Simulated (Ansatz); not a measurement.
The lowest singlet and triplet of C2HN (SMILES [CH]C#N); geometries from B3LYP-D3(BJ)/def2-TZVP, each state relaxed from the structure named, with no frequency check, low spin by broken symmetry.
Singlet (charge 0, multiplicity 1):
```xyz
4

C     -1.179     0.210     0.291
C      0.085    -0.019    -0.018
N      1.215    -0.126    -0.361
H     -1.937    -0.265     0.889
```

A positive gap puts the triplet lower; no zero-point energy. R- takes a restricted singlet, here one determinant of a half-filled degenerate or near-degenerate pair, which mixes singlet states. U- takes an unrestricted singlet (broken symmetry where lower, unprojected). The triplet is unrestricted in single-reference levels.

Cores are frozen in the correlated methods.

The values were computed with Ansatz (Gaussian basis) for Hartree–Fock, density functionals and correlated methods. Each number belongs to the level named beside it.

One of these levels gives 0.337 eV for the gap E(singlet) − E(triplet), vertical, at the singlet's geometry. Name it.
A. U-wB97M-V/def2-TZVPP (spin-contaminated)
B. U-r2SCAN/def2-TZVPP (spin-contaminated)
C. R-MP2/cc-pVTZ
D. U-PBE/def2-TZVPP (spin-contaminated)

B, U-r2SCAN/def2-TZVPP (spin-contaminated). The others give 0.305 (U-PBE/def2-TZVPP (spin-contaminated)), 0.463 (U-wB97M-V/def2-TZVPP (spin-contaminated)), 0.276 (R-MP2/cc-pVTZ)

Doubts at one or more of the structures used: a restricted determinant that unrestricted orbitals would lower (R-MP2/cc-pVTZ); a spin-contaminated determinant (R-MP2/cc-pVTZ).

Ansatz is a first-principles code.
